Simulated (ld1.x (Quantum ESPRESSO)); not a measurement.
**Logarithmic derivatives: Ga, TM**

gallium, norm-conserving Troullier–Martins (Kleinman–Bylander form), made with ld1.x (Quantum ESPRESSO) 7.5 (PBE, scalar-relativistic). Core [Ar] 3d10, reference 4s1 4p0 (charge +2). Waves: 4s (bound): rc 1.75 bohr; 4p (bound, empty): rc 1.95 bohr. Local part: all-electron potential smoothed inside 1.75 bohr (lloc = -1). Core correction: a·sin(br)/r model core inside 1.40 bohr.

The phase is arctan(r·u′/u) with u = r·R(r), unwrapped; energies in Ry, scanned from -4 to 5 Ry. A pole is an energy at which the radial function vanishes at the test radius. The pseudo phase is shifted by a multiple of π to meet the all-electron one at the reference energy, and phase errors are pseudo minus all-electron; the curves can meet again beyond the range given. Levels narrower than the energy grid can be missing from the lists of poles.

```json
{"channel": "s", "radius (bohr)": "2.14", "reference energy (Ry)": "-1.92", "poles, all-electron": "0.48", "poles, pseudo": "0.22, 2.90", "unbroken range about the reference energy with phases within 0.05 rad": "below 0.7", "phase error 1 Ry above the reference energy (rad)": "-0.007"}
{"channel": "p", "radius (bohr)": "2.14", "reference energy (Ry)": "-1.30", "poles, all-electron": "1.89", "poles, pseudo": "1.53", "unbroken range about the reference energy with phases within 0.05 rad": "below 2.2", "phase error 1 Ry above the reference energy (rad)": "-0.010"}
```

Phases in the p channel:

```tsv
E (Ry)	all-electron	pseudo
-4.00	1.238	1.235
-3.76	1.218	1.214
-3.52	1.193	1.189
-3.28	1.164	1.160
-3.04	1.128	1.123
-2.80	1.082	1.078
-2.56	1.023	1.019
-2.32	0.944	0.940
-2.08	0.833	0.829
-1.84	0.672	0.670
-1.60	0.434	0.433
-1.36	0.095	0.095
-1.12	-0.305	-0.306
-0.88	-0.662	-0.666
-0.64	-0.920	-0.927
-0.40	-1.094	-1.104
-0.16	-1.214	-1.225
0.08	-1.300	-1.313
0.32	-1.364	-1.379
0.56	-1.413	-1.431
0.80	-1.453	-1.473
1.04	-1.486	-1.509
1.28	-1.514	-1.541
1.52	-1.539	-1.569
1.76	-1.560	-1.596
2.00	-1.580	-1.623
2.24	-1.598	-1.649
2.48	-1.615	-1.677
2.72	-1.632	-1.708
2.96	-1.648	-1.744
3.20	-1.664	-1.788
3.44	-1.680	-1.846
3.68	-1.697	-1.930
3.92	-1.715	-2.065
4.16	-1.734	-2.318
4.40	-1.754	-2.843
4.64	-1.778	-3.592
4.88	-1.804	-4.065
```
